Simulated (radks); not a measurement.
Values are calculated unless marked as measured or tabulated.
Neutral gadolinium inside a hard spherical wall (all orbitals vanish at R), configuration held at [Xe] 4f7 5d1 6s2 and not refilled when levels cross. Code: a radial shooting solver on a logarithmic mesh with Libxc functionals. Model: scalar-relativistic Kohn-Sham, LDA (Slater exchange, VWN5 correlation), spin-unpolarised, spherical densities, finite nucleus; Fermi nuclear charge, rms radius 5.1569 fm. Eigenvalues in eV, with the zero of energy where the potential of the charges vanishes at infinity; a dash marks a level that is unbound or too diffuse for the functional's potential to be trusted. A positive occupied level is held by the wall or, in an anion where self-interaction has pushed it up, behind a barrier. The pressure on the wall is -dE/dV.

[
 {"R (bohr)": "free", "E (hartree)": "-11262.7342", "kinetic (hartree)": "12089.001", "e(5p)": "-27.371", "e(4f)": "-8.910", "e(6s)": "-4.267", "e(5d)": "-2.691", "e(6p, empty)": "-1.391", "e(7s, empty)": "-0.086", "pressure (GPa)": "0"},
 {"R (bohr)": "12", "E (hartree)": "-11262.7340", "kinetic (hartree)": "12089.004", "e(5p)": "-27.345", "e(4f)": "-8.884", "e(6s)": "-4.248", "e(5d)": "-2.669", "e(6p, empty)": "-1.317", "e(7s, empty)": "1.031", "pressure (GPa)": "0.00432"},
 {"R (bohr)": "7", "E (hartree)": "-11262.6933", "kinetic (hartree)": "12089.248", "e(5p)": "-26.118", "e(4f)": "-7.619", "e(6s)": "-3.086", "e(5d)": "-1.562", "e(6p, empty)": "0.794", "e(7s, empty)": "9.577", "pressure (GPa)": "1.93"},
 {"R (bohr)": "6", "E (hartree)": "-11262.6238", "kinetic (hartree)": "12089.568", "e(5p)": "-24.996", "e(4f)": "-6.436", "e(6s)": "-1.673", "e(5d)": "-0.459", "e(6p, empty)": "3.026", "e(7s, empty)": "16.565", "pressure (GPa)": "7.19"},
 {"R (bohr)": "4", "E (hartree)": "-11261.7846", "kinetic (hartree)": "12092.790", "e(5p)": "-19.131", "e(4f)": "0.212", "e(6s)": "10.724", "e(5d)": "6.718", "e(6p, empty)": "20.503", "e(7s, empty)": "61.760", "pressure (GPa)": "169"},
 {"R (bohr)": "3.5", "E (hartree)": "-11260.9252", "kinetic (hartree)": "12096.033", "e(5p)": "-15.323", "e(4f)": "4.704", "e(6s)": "21.299", "e(5d)": "11.947", "e(6p, empty)": "34.147", "e(7s, empty)": "92.925", "pressure (GPa)": "472"},
 {"R (bohr)": "3", "E (hartree)": "-11258.9776", "kinetic (hartree)": "12103.249", "e(5p)": "-8.251", "e(4f)": "12.791", "e(6s)": "42.304", "e(5d)": "21.760", "e(6p, empty)": "59.712", "e(7s, empty)": "147.56", "pressure (GPa)": "1530"},
 {"R (bohr)": "2.5", "E (hartree)": "-11254.0040", "kinetic (hartree)": "12120.699", "e(5p)": "6.780", "e(4f)": "28.349", "e(6s)": "87.649", "e(5d)": "42.253", "e(6p, empty)": "111.87", "e(7s, empty)": "252.06", "pressure (GPa)": "5940"}
]
